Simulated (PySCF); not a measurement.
**Radial density of B²⁺ (boron, charge +2)**

UHF, [He] 2p1, 2P determinant (an excited configuration). Computed with PySCF 2.14 in dyall-acv3z, with scalar relativity by spin-free X2C-1e.

```csv
r (bohr),4πr²ρ (e/bohr),4πr²(ρα − ρβ)
0.00429,0.01571,0.0000
0.00721,0.04286,-0.0001
0.0121,0.1147,-0.0004
0.0204,0.2977,-0.0009
0.0343,0.7309,-0.0022
0.0577,1.637,-0.0048
0.0971,3.146,-0.0080
0.163,4.694,-0.0047
0.275,4.653,0.0316
0.462,2.469,0.1584
0.777,0.8022,0.4222
1.31,0.6108,0.6009
2.20,0.2931,0.2931
3.70,0.02247,0.0225
6.22,8.041e-05,0.0001
```

Densities and radii are taken from the X2C orbitals without a picture-change correction, which distorts them close to the nucleus.

Task: Where is the radial spin density 4πr²(ρα − ρβ) most negative, and why is it negative at all?

Result: Around r = 0.0971 bohr, down to -0.0080 e/bohr: exchange with the open shell polarises the paired shells in an unrestricted calculation.
